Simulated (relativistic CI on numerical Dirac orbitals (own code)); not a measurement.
Electric-dipole lines of W XXVI

These numbers are calculated, not measured: Dirac-Coulomb-Breit CI, separate exchange-only KLI orbitals for each configuration, model QED (radiative potential, 1s self-energy scaled to tabulated hydrogen-like ionisation energies), unscaled Slater integrals (own radial code, finite nucleus).

Configurations in the expansion (outside the closed core [Ar] 3d10 4s2): 4p6 4d10 4f3, 4p6 4d10 4f2 5s, 4p6 4d9 4f4, 4p6 4d10 4f 5s2, 4p6 4d10 4f2 5p, 4p6 4d10 4f 5s 5p, 4p6 4d10 4f2 5d, 4p6 4d10 4f 5p2, 4p5 4d10 4f4, 4p6 4d10 4f 5s 5d, 4p6 4d10 4f 5p 5d, 4p6 4d9 4f2 5s2, 4p6 4d10 4f2 5f, 4p6 4d10 4f 5d2, 4p6 4d10 4f2 6s, 4p6 4d10 4f2 6p. Levels of other configurations are missing.

```csv
λ vac (Å),Lower,Upper,A (s⁻¹),E lower (cm⁻¹),E upper (cm⁻¹)
175.49,4p6 4d10 4f2 5s 2I_11/2 [61],4p6 4d10 4f2 5p 2H°_9/2 [131],8.02e+10,1007273,1577105
178.54,4p6 4d10 4f2 5s 4H_7/2 [42],4p6 4d10 4f2 5p 4G°_5/2 [93],7.26e+10,912155,1472241
178.92,4p6 4d10 4f2 5s 2I_13/2 [60],4p6 4d10 4f2 5p 2K°_15/2 [128],7.83e+10,1006552,1565471
179.85,4p6 4d10 4f2 5s 4P_3/2 [59],4p6 4d10 4f2 5p 4D°_5/2 [127],6.45e+10,1004227,1560247
180.60,4p6 4d10 4f2 5s 2H_9/2 [47],4p6 4d10 4f2 5p 4G°_7/2 [102],4.21e+10,943187,1496897
180.77,4p6 4d10 4f2 5s 2H_11/2 [53],4p6 4d10 4f2 5p 2G°_9/2 [113],3.74e+10,968887,1522061
180.80,4p6 4d10 4f2 5s 4F_5/2 [45],4p6 4d10 4f2 5p 4G°_7/2 [100],5.18e+10,937159,1490246
180.83,4p6 4d10 4f2 5s 2D_5/2 [56],4p6 4d10 4f2 5p 2F°_7/2 [121],5.70e+10,989758,1542761
181.04,4p6 4d10 4f2 5s 4H_13/2 [50],4p6 4d10 4f2 5p 4I°_15/2 [109],7.63e+10,958216,1510578
181.05,4p6 4d10 4f2 5s 4H_13/2 [50],4p6 4d10 4f2 5p 2I°_13/2 [108],3.55e+10,958216,1510543
181.22,4p6 4d10 4f2 5s 4H_9/2 [43],4p6 4d10 4f2 5p 4I°_11/2 [92],6.69e+10,917597,1469403
181.47,4p6 4d10 4f2 5s 4H_11/2 [46],4p6 4d10 4f2 5p 4I°_13/2 [99],6.80e+10,939096,1490141
181.51,4p6 4d10 4f2 5s 4P_5/2 [63],4p6 4d10 4f2 5p 4D°_7/2 [129],6.96e+10,1022501,1573434
182.15,4p6 4d10 4f2 5s 2F_7/2 [55],4p6 4d10 4f2 5p 2F°_7/2 [118],4.41e+10,988153,1537153
182.23,4p6 4d10 4f2 5s 2G_7/2 [51],4p6 4d10 4f2 5p 4G°_9/2 [107],3.26e+10,958430,1507193
182.32,4p6 4d10 4f2 5s 4F_9/2 [54],4p6 4d10 4f2 5p 2H°_11/2 [114],7.10e+10,981679,1530175
182.70,4p6 4d10 4f2 5s 4H_11/2 [46],4p6 4d10 4f2 5p 2I°_11/2 [97],2.76e+10,939096,1486444
183.18,4p6 4d10 4f2 5s 2F_7/2 [55],4p6 4d10 4f2 5p 2F°_5/2 [116],6.35e+10,988153,1534072
183.20,4p6 4d10 4f2 5s 2H_11/2 [53],4p6 4d10 4f2 5p 2H°_11/2 [112],3.15e+10,968887,1514736
183.22,4p6 4d10 4f2 5s 2I_11/2 [61],4p6 4d10 4f2 5p 2H°_11/2 [124],4.47e+10,1007273,1553076
183.26,4p6 4d10 4f2 5s 4H_7/2 [42],4p6 4d10 4f2 5p 4H°_9/2 [91],3.14e+10,912155,1457822
183.36,4p6 4d10 4f2 5s 4H_7/2 [42],4p6 4d10 4f2 5p 4H°_7/2 [90],4.54e+10,912155,1457540
184.08,4p6 4d10 4f2 5s 2H_9/2 [47],4p6 4d10 4f2 5p 2I°_11/2 [97],3.57e+10,943187,1486444
184.29,4p6 4d10 4f2 5s 4F_9/2 [49],4p6 4d10 4f2 5p 4G°_11/2 [101],4.52e+10,953184,1495793
184.62,4p6 4d10 4f2 5s 2H_11/2 [53],4p6 4d10 4f2 5p 2I°_13/2 [108],3.41e+10,968887,1510543
185.11,4p6 4d10 4f2 5s 4H_9/2 [43],4p6 4d10 4f2 5p 4H°_9/2 [91],3.95e+10,917597,1457822
185.20,4p6 4d10 4f2 5s 2H_9/2 [47],4p6 4d10 4f2 5p 4G°_9/2 [96],3.66e+10,943187,1483151
187.02,4p6 4d10 4f2 5s 2I_13/2 [60],4p6 4d10 4f2 5p 2I°_13/2 [120],3.93e+10,1006552,1541250
187.27,4p6 4d10 4f2 5s 2I_11/2 [61],4p6 4d10 4f2 5p 2I°_13/2 [120],3.22e+10,1007273,1541250
287.98,4p6 4d10 4f2 5s 4H_13/2 [50],4p6 4d10 4f2 5p 4G°_11/2 [76],1.24e+10,958216,1305459
```

Terms are leading LS components. Brackets give the number of a level in order of energy, since labels repeat. The list gives strong lines, with weight on those to low levels, without lines whose two gauges differ by over a factor of 2.5, among the lowest 200 of 2455 levels, so that lines to higher ones, which can be the strongest, are missing. Levels whose partners in the same complex of configurations lie outside the list can be far off, and so can their lines. Rates are taken at the computed energies, electric ones in the length gauge.

At this charge energies of transitions that change n are usually good to better than 1 %, and those within a shell (Δn = 0) to a few per cent. Terms inside the open d or f shell come out 10 to 20 % too wide with unscaled integrals.

LS names give the leading component of a level, which can be under half, so a name can repeat, a term be missing and a line seem to break the LS rules.
